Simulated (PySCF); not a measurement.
SMILES C#CCSC (GFN2-xTB optimised geometry):

```
11

C      2.224     0.589     2.182
C      1.861     0.034     1.184
C      1.332    -0.588     0.000
S     -0.507    -0.588     0.000
C     -0.788     1.203     0.000
H      2.585     1.053     3.050
H      1.620    -1.639    -0.049
H      1.668    -0.069    -0.901
H     -1.861     1.352     0.053
H     -0.396     1.635    -0.917
H     -0.302     1.639     0.869
```

Computed with CAM-B3LYP/def2-TZVP in PySCF.

Problem. What are the frontier orbital energies and the dipole moment?

Solution. HOMO-2 -9.38 eV, HOMO-1 -9.20 eV, HOMO -7.86 eV, LUMO 1.34 eV, LUMO+1 1.91 eV; dipole moment 1.29 D.

Meta-Löwdin charges at CAM-B3LYP/def2-TZVP: C1 -0.22, C2 -0.03, C3 -0.26, S4 0.06, C5 -0.40, H6 0.17, H7 0.15, H8 0.14, H9 0.14, H10 0.12, H11 0.13.
